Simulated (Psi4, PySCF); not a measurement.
Here is a job for Psi4.
```
memory 2 GB

molecule {
1 1
  C    -1.03042963   -0.20472600   -0.02112033
  O    -0.73312942   -1.29679953   -0.24874157
  O     0.04062159    0.83539826    0.07348090
  H    -1.98763608    0.30559936    0.10443989
  C     1.42550223    0.37698170    0.08288634
  H     2.05413765    1.22422046   -0.18596967
  H     1.70287093   -0.01912909    1.05973032
  H     1.52164729   -0.40426881   -0.67126979
  H    -0.12139264    1.55125391    0.72455841
}

set basis sto-3g
set scf_type pk
set puream true
set d_convergence 1e-8
set dft_radial_points 99
set dft_spherical_points 590

energy('b3lyp')
print_variables()
```

Problem. Give the equivalent PySCF input.

Solution. One answer among several that fit: 
```python
from pyscf import gto, scf, dft

mol = gto.Mole()
mol.atom = '''
    C    -1.03042963   -0.20472600   -0.02112033
    O    -0.73312942   -1.29679953   -0.24874157
    O     0.04062159    0.83539826    0.07348090
    H    -1.98763608    0.30559936    0.10443989
    C     1.42550223    0.37698170    0.08288634
    H     2.05413765    1.22422046   -0.18596967
    H     1.70287093   -0.01912909    1.05973032
    H     1.52164729   -0.40426881   -0.67126979
    H    -0.12139264    1.55125391    0.72455841
'''
mol.basis = 'sto-3g'
mol.charge = 1
mol.verbose = 4
mol.build()

mf = dft.RKS(mol)
mf.xc = 'b3lyp'
mf.grids.atom_grid = (99, 590)
mf.grids.prune = None
mf.kernel()
```

Both were run: Psi4 gave -226.351544 Eh and PySCF -226.351544 Eh, 0.000 mEh apart.
